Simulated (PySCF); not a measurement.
## Ionising CaI

UHF-SCS-MP2; PySCF, spin-free X2C with a Gaussian nucleus, basis sets Ca x2c-SVPall, I x2c-SVPall. Neutral (UHF): doublet (σ ↑), Re = 2.891 Å, ωe = 231 cm⁻¹, De = 2.74 eV.

CaI⁺ (RHF): singlet (closed shell), Re = 2.752 Å, ωe = 283 cm⁻¹, De = 2.73 eV to Ca⁺ + I. The energies at the minima are -7791.71622 hartree for CaI and -7791.49993 for CaI⁺.

Work out the adiabatic ionisation energy, without and with harmonic zero-point energies (1 hartree = 27.2114 eV, 1 eV = 8065.5 cm⁻¹), and the change of the bond length.

At SCS-MP2: 0.21629 hartree = 5.886 eV between the minima; the zero-point term (283.0 − 231.0)/2 cm⁻¹ = +0.003 eV makes it 5.889 eV. Re changes by -13.9 pm against the neutral. The electron leaves a σ orbital, and the shorter bond of the ion fits an antibonding orbital, or a change in how ionic the bond is.

Correlated steps freeze 23 core orbitals. Correlated levels converge slowly with the basis: in double zeta they bind strong bonds too weakly, by up to about 1 eV, and carry superposition errors of some tenths. Spin–orbit coupling is left out, which matters for elements this heavy, above all for dissociation energies. For an ion De counts to the pair picked by the measured ionisation energies or electron affinities, which need not be the lowest pair at this level. Where the molecule has an RHF reference, its open-shell atoms are computed with UHF. States were picked by a PBE0 search and need not be the measured ground states.

Neutral and ion stand on different kinds of reference determinant, which adds to the error of the difference.
